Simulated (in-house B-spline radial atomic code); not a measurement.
## OEP/ALDAx excitations of As23+

Method: OEP/ALDAx. Computed with an all-electron radial atomic-structure program (B-spline basis): linear response of the closed shell [He] 2s2 2p6 with the adiabatic LDA exchange kernel on the exchange-only optimised effective potential; non-relativistic, point nucleus, no spin-orbit coupling, no double excitations, S, P, D and F terms only. Only terms of natural parity with L up to 3 were computed.

Without relativity these are model numbers for so heavy an element.

Command:
```bash
python run_td.py task.json out
```
Settings (radii: box in bohr, nucleus in fm):
```
Z                        33
electrons                10
configuration            [He] 2s2 2p6
hamiltonian              nr
method                   oep
box_radius               5.03
intervals                67
```

Time taken, with all properties: 0.2 s on 1 thread of Intel(R) Xeon(R) Platinum 8259CL CPU @ 2.50GHz (Skylake/Cascade Lake), with other jobs on the host.

The lowest states, in the order of their Tamm-Dancoff energies; the method's threshold (minus the highest occupied level) is 2357.01 eV. Labels give the largest channel, * marks a mixed state, and oscillator strengths are full-response dipole values. Semilocal kernels can invert the small singlet-triplet splittings of Rydberg terms. Energies in eV:

```json
{"state": "2p → 3s 3P", "full response": "1343.50", "Tamm-Dancoff": "1343.51", "oscillator strength": "-"}
{"state": "2p → 3s 1P", "full response": "?", "Tamm-Dancoff": "?", "oscillator strength": "?"}
{"state": "2p → 3p 3S", "full response": "1382.69", "Tamm-Dancoff": "1382.74", "oscillator strength": "-"}
{"state": "2p → 3p 3D", "full response": "1387.46", "Tamm-Dancoff": "1387.47", "oscillator strength": "-"}
{"state": "2p → 3p 1D", "full response": "1391.23", "Tamm-Dancoff": "1391.24", "oscillator strength": "-"}
{"state": "2p → 3p 1S", "full response": "1418.73", "Tamm-Dancoff": "1419.61", "oscillator strength": "-"}
{"state": "2p → 3d 3P", "full response": "1441.86", "Tamm-Dancoff": "1441.88", "oscillator strength": "-"}
{"state": "2p → 3d 3F", "full response": "1444.07", "Tamm-Dancoff": "1444.09", "oscillator strength": "-"}
{"state": "2p → 3d 1F", "full response": "1448.74", "Tamm-Dancoff": "1448.75", "oscillator strength": "-"}
{"state": "2p → 3d 1P", "full response": "1469.23", "Tamm-Dancoff": "1469.73", "oscillator strength": "3.14"}
{"state": "2s → 3s 3S", "full response": "1486.36", "Tamm-Dancoff": "1486.37", "oscillator strength": "-"}
{"state": "2s → 3s 1S", "full response": "1498.90", "Tamm-Dancoff": "1499.34", "oscillator strength": "-"}
{"state": "2s → 3p 3P", "full response": "1531.07", "Tamm-Dancoff": "1531.08", "oscillator strength": "-"}
{"state": "2s → 3p 1P", "full response": "?", "Tamm-Dancoff": "?", "oscillator strength": "?"}
{"state": "2s → 3d 3D", "full response": "1586.92", "Tamm-Dancoff": "1586.94", "oscillator strength": "-"}
{"state": "2s → 3d 1D", "full response": "1595.09", "Tamm-Dancoff": "1595.13", "oscillator strength": "-"}
```

Where does 2p → 3s 1P lie?

At 1347.79 eV in full response, 1347.83 eV in Tamm-Dancoff, oscillator strength 0.182.

Where does 2s → 3p 1P lie?

At 1534.77 eV in full response, 1534.79 eV in Tamm-Dancoff, oscillator strength 0.592.

How large is the singlet-triplet splitting of 2p → 3s (P terms) in Tamm-Dancoff?

4.32 eV, from the unrounded values.

What polarisabilities and dispersion coefficient does the method give?

Dipole 0.001868 bohr³, quadrupole 0.0001163 bohr⁵, C6 0.0001609 hartree·bohr⁶ for two such species.
